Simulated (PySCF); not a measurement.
# One molecule, several mistakes: BC3H7

Calculated results; nothing here was measured. The program is PySCF 2.14.0, an open-source quantum chemistry code, run on an isolated molecule that a program drew, which may never have been made. The molecule is BC3H7 (charge 0, singlet), drawn as the SMILES string `C=BCC`.

Each row is a Hartree-Fock (HF) and frozen-core CCSD(T) single point in the cc-pVDZ basis, meant for a local HF minimum. Run 1 is clean. Each other run has one planted mistake out of seven kinds, and not every kind appears here: one electron removed, one electron added, multiplicity raised by two, geometry at a saddle point, minimal basis STO-3G, one bond length entered in bohr, all coordinates scaled. The reference is restricted for singlets and unrestricted otherwise, and also for a bond in bohr. Adding or removing an electron swaps singlet and doublet. Electrons count all cores. HOMO and LUMO are orbital energies over both spins, the gradient is its largest component, and the lowest frequency (negative if imaginary) is given only where the gradient is small. Bond lengths are over the 10 bonds as drawn. T1 is the CCSD diagnostic: over 0.02 (restricted) or 0.045 (unrestricted) a single reference is doubtful.

Geometry of the clean run:
```xyz
11
BC3H7, angstrom
C    -2.2042    2.3887    0.1689
B    -1.0911    2.0669    0.9289
C     0.1345    1.7114    1.8060
C     1.4180    1.3152    1.0649
H    -2.3964    3.4008   -0.1716
H    -2.9348    1.6430   -0.1269
H    -0.1832    0.9086    2.4830
H     0.3177    2.5710    2.4626
H     1.2560    0.4361    0.4383
H     2.2194    1.0831    1.7696
H     1.7640    2.1224    0.4164
```

| run | electrons | basis functions | <S^2> | HOMO (eV) | LUMO (eV) | gradient (hartree/bohr) | lowest frequency (cm^-1) | mean bond (Å) | longest bond (Å) | T1 | HF (hartree) | CCSD(T) (hartree) | mistake |
|---|---|---|---|---|---|---|---|---|---|---|---|---|---|
| 1 | 30 | 91 | 0.000 | -8.43 | 3.22 | 1.0e-05 | 74 | 1.2108 | 1.548 | 0.0108 | -142.32174 | -142.88906 | no fault |
| 2 | 31 | 91 | 0.804 | 1.14 | 8.95 | 2.7e-02 | - | 1.2108 | 1.548 | 0.0159 | -142.24018 | -142.82480 | one electron added |
| 3 | 29 | 91 | 0.756 | -18.12 | -5.88 | 8.1e-02 | - | 1.2108 | 1.548 | 0.0118 | -142.06391 | -142.58351 | one electron removed |
| 4 | 30 | 27 | 0.000 | -6.59 | 7.49 | 4.6e-02 | - | 1.2108 | 1.548 | 0.0090 | -140.58452 | -140.85194 | ? |
| 5 | 30 | 91 | 2.016 | -5.78 | 1.23 | 8.4e-02 | - | 1.2108 | 1.548 | 0.0101 | -142.23661 | -142.77312 | ? |

**Which mistake was planted in run 4, and what did it cost?**

It has 27 basis functions where the clean run has 91, with the same electrons and geometry. So the mistake is: minimal basis STO-3G. Subtracting run 1 and multiplying by 627.51 kcal/mol a hartree, the energy moved by 1090.1 kcal/mol in HF and 1278.3 kcal/mol in CCSD(T).

**Which mistake was planted in run 5, and what did it cost?**

Electrons, basis and geometry are unchanged, and <S^2> is 2.016, beside S(S+1) = 2.00 for a multiplicity of 3. So the mistake is: multiplicity raised by two. Subtracting run 1 and multiplying by 627.51 kcal/mol a hartree, the energy moved by 53.4 kcal/mol in HF and 72.8 kcal/mol in CCSD(T).

Cautions from the logs. Run 2: the HOMO is above zero, so the electron isn't bound and the energy depends on the basis.
